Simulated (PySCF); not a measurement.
## Correlation energy of Sr (strontium, neutral)

[Kr] 5s1 5p1, high-spin 3P determinant (an excited configuration). Calculation: PySCF 2.14, in aug-cc-pVTZ-X2C (8s7p5d2f, 68 functions); the spin-free X2C one-electron Hamiltonian (Gaussian nucleus). Frozen: [Kr]; 2 electrons correlated.

With two correlated electrons CCSD is exact within the correlated space (frozen core and kept virtual orbitals).

```csv
level,correlation energy (mhartree)
CCSD,-3.78
```

Diagnostics: T1 = 0.015, D1 = 0.0274, largest double amplitude 0.057.

Is a single reference adequate?

Yes, within this model without spin-orbit coupling: T1 lies below 0.03 and no double amplitude reaches 0.07.
